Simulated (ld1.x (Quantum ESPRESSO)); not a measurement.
Pseudopotential generation for sulfur (S): ultrasoft, PBE, non-relativistic.

```json
{
  "Element": "S",
  "Generator": "ld1.x (Quantum ESPRESSO) 7.5",
  "Type": "ultrasoft",
  "Functional": "PBE",
  "Relativity": "non-relativistic",
  "Frozen core": "[Ne]",
  "Valence charge": "6",
  "Reference configuration": "3s2 3p4",
  "Partial waves": "3s (bound): rcut 0.85, rcutus 1.20 bohr; 3s channel at -0.65 Ry: rcut 0.85, rcutus 1.20 bohr; 3p (bound): rcut 1.20, rcutus 1.65 bohr; 3p channel at -0.1 Ry: rcut 1.20, rcutus 1.65 bohr; 3d channel at 0.4 Ry: rcut 1.05, rcutus 1.35 bohr; 3d channel at 1.35 Ry: rcut 1.05, rcutus 1.35 bohr",
  "Local potential": "all-electron potential smoothed inside 0.95 bohr (lloc = -1)",
  "Core correction": "Bessel-smoothed model core inside 0.70 bohr",
  "Augmentation charge": "PSQ, inside the norm-conserving radii"
}
```

Poles of the logarithmic derivatives, all-electron (AE) and pseudo (PS). s: poles at 1.6 (AE) and 1.6 (PS) Ry. p: poles at 2.8 (AE) and 2.8 (PS) Ry. d: poles at 3.8 (AE) and 3.8 (PS) Ry. Test radius 1.79 bohr.

- Cutoffs needed: 30 Ry and 50 Ry (the cutoffs (Ry, on a coarse ladder) from which the occupation-weighted sum of valence levels, in a spherical-Bessel basis at the reference potential, stays within 10 and 1 mRy of its value at 400 Ry)
- Ghost test: ghost state, extra bound levels that the all-electron valence spectrum of the same l lacks: s at -153.5 eV; a true bound ghost makes a file unfit for plane-wave use (spherical-Bessel basis up to 400 Ry, 20 bohr box)
- Configuration tests: test run stopped at test 4 of 7 (negative rho)
- Lowest eigenvalue of the overlap operator: 0.61 (s channel)
- Density cutoff estimated by the generator: 352 Ry
